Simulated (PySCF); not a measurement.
Assigning NMR signals

Atom-mapped SMILES (the numbers label the heavy atoms): `[SiH3:1][O:2][C@@H:3]([SiH3:4])[SiH2:5][SiH3:6]`; H(Xn) means a hydrogen on atom n. Ha(Si5) is pro-R; Hb(Si5) is pro-S.

Method: structure optimised with GFN2-xTB, NMR shieldings at PBE0/pcSseg-1/GIAO, in PySCF (one conformer, non-relativistic, no solvent model, averaged over atoms made equivalent by symmetry, fast rotation or ring inversion).

δ = σ(ref) − σ, references computed at the same level: 1H (31.72 ppm) vs TMS.

Problem. Assign these signals to the numbered atoms. 1H NMR (400 MHz, computed): δ 4.90 (s, 3H), 4.31 (m, 1H), 4.08 (m, 1H), 4.01 (m, 3H), 3.96 (m, 1H), 3.57 (m, 3H).

Solution. 
| δ (ppm) | atoms | environment | reason |
| --- | --- | --- | --- |
| 4.90 | H(Si1) | hydrogen on a silicon bonded to O | – |
| 4.31 | Hb(Si5) | hydrogen on a silicon bonded to C, Si | – |
| 4.08 | Ha(Si5) | hydrogen on a silicon bonded to C, Si | – |
| 4.01 | H(Si4) | hydrogen on a silicon bonded to C | – |
| 3.96 | H(C3) | hydrogen on an sp3 CH bonded to O and 2 Si | its carbon carries O, which withdraws density |
| 3.57 | H(Si6) | hydrogen on a silicon bonded to Si | – |

Ha(Si5) and H(Si4); H(Si4) and H(C3) lie closer than the usual error of such a calculation, so a measured spectrum could show them in the other order.

No couplings were computed; multiplicities are counted from neighbouring protons, with m where these are inequivalent, close in shift, in a saturated or five-membered ring or joined by F or P, and br s for small geminal =CH2 splittings.
